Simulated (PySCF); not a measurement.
Computed Raman spectrum (relative Raman activity) of a molecule GeH7NOSi. Geometry optimised at ωB97X-D3(BJ)/def2-SVP. Other conformers were not sampled. Computed with PySCF 2.14.0 with ωB97X-D3(BJ)/def2-SVP. Frequencies are harmonic and unscaled.

Lines under 2 % of the strongest are left out, and lines within 2 cm⁻¹ are merged.

ν (cm⁻¹): 520 (vw), 571 (w), 706 (vw), 731 (w), 800 (w), 842 (w), 869 (w), 907 (vw), 938 (vw), 950 (w), 977 (w), 1017 (w), 2200 (m), 2224 (m), 2229 (s), 2243 (vs), 2263 (s), 3632 (m), 3910 (m) (against the strongest line: vs over 80 %, s over 45 %, m over 15 %, w over 4 %, vw less)

Which structure fits?
(A) N[Si@H](O)[GeH3]
(B) [OH][GeH2][NH][SiH3]
(C) N[SiH2][O][GeH3]
(D) O[SiH2][NH][GeH3]

B, [OH][GeH2][NH][SiH3]
